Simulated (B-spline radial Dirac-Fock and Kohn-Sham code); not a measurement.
Z = 28 (nickel), transition energy 1760 keV. These are calculated numbers from a B-spline atomic structure program; the model is a Dirac-Hartree-Slater potential of the neutral atom with a Latter tail (no hole, which puts coefficients of high multipoles low close above an edge), finite nucleus with surface currents. Subshells that would emit electrons below 1 keV are left out, and so is internal pair formation.

Q: A pure transition shows α(K) = 3.58e-05, L1/L2 = 326 and L1/L3 = 110. What is its multipolarity?
A. M1
B. M2
C. M3
D. E2
E. E4
F. M4
G. E3
H. E1

A: H. For comparison, α(K), L1/L2, L1/L3 are E2 6.53e-05, 171, 127; E3 0.000110, 96.3, 129; E4 0.000180, 59.9, 119; M1 6.14e-05, 214, 196; M2 0.000112, 135, 259; M3 0.000189, 93.7, 244; M4 0.000308, 69.0, 175.
